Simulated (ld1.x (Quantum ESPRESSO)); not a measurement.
Reading a pseudo-wave (phosphorus (P))

Columns: radius, all-electron u(r) and pseudo u(r) of the 2p shell (level -125.98 eV) of phosphorus in the configuration [He] 2s2 2p6 3s1 3p4; LDA (PZ), scalar-relativistic, TM scheme, ld1.x (Quantum ESPRESSO) 7.5.

```
r (bohr)  all-electron  pseudo
   0.045        0.1569  0.0524
   0.090        0.4565  0.2020
   0.135        0.7588  0.4264
   0.180        1.0087  0.6924
   0.225        1.1905  0.9612
   0.270        1.3063  1.1964
   0.315        1.3654  1.3702
   0.360        1.3794  1.4690
   0.405        1.3589  1.4938
   0.450        1.3138  1.4573
   0.495        1.2516  1.3778
   0.540        1.1785  1.2746
   0.585        1.0992  1.1632
   0.630        1.0173  1.0543
   0.675        0.9353  0.9534
   0.720        0.8553  0.8623
   0.765        0.7784  0.7803
   0.810        0.7056  0.7059
   0.855        0.6373  0.6373
   0.900        0.5739  0.5739
   0.945        0.5154  0.5154
   0.990        0.4618  0.4618
   1.035        0.4129  0.4129
   1.080        0.3685  0.3685
   1.125        0.3283  0.3283
   1.170        0.2921  0.2921
```

Q: How many radial nodes do the two functions have?

A: The all-electron 2p function has n − l − 1 = 0; the pseudo-wave has 0.

Q: At about which radius was the pseudo-wave matched?

A: 0.90 bohr. The columns agree to 0.0005 from 0.81 bohr on; several derivatives are matched, so the curves merge somewhat inside the radius.

Q: Is the pseudo-wave norm-conserving?

A: Yes: the TM scheme keeps the norm inside the radius equal to the all-electron one, which fixes the energy derivative of the logarithmic derivative at the level.
